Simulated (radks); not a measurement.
Results of a calculation; reference values are marked as such.
Ionisation of Nb, [Kr] 4d4 5s1, to Nb+, [Kr] 4d4, under several functionals. Dirac Kohn-Sham, spin-unpolarised, spherical densities, finite nucleus; open shells are shared between the two j in proportion to 2j + 1; a radial shooting solver on a logarithmic mesh with Libxc functionals.

functional                               E(Nb) (hartree)  Exc (hartree)  IE (eV)  -e(HOMO) (eV)  <r> HOMO (bohr)  IE error (eV)
HCTH/407                                     -3822.54792     -121.52712    6.591          3.126            2.197         -0.168
Wu-Cohen GGA                                 -3819.45026     -118.25453    6.637          2.987            2.227         -0.122
RPBE                                         -3820.33443     -119.15294    6.515          2.929            2.228         -0.244
XLYP                                         -3821.00864     -119.82495    6.696          2.882            2.244         -0.062
LDA (Slater exchange, VWN5 correlation)      -3816.01163     -114.76265    6.907          3.147            2.230         +0.148
BLYP                                         -3820.58421     -119.39452    6.669          2.858            2.243         -0.090

NIST Atomic Spectra Database: 6.759 eV (measured). Closest: XLYP. The Delta-SCF values span 0.39 eV, the total energies 6.54 hartree. The highest occupied level is 4d5/2. Spin polarisation and multiplet splitting are left out, so open shells lie too high by an amount that depends on their filling. Sharing an open shell by 2j + 1 raises it above the true ground level by a part of the spin-orbit splitting, which enters the differences from NIST.

Beside tabulated values, note that spin-unpolarised runs miss the spin-polarisation part of the exchange energy of open shells.
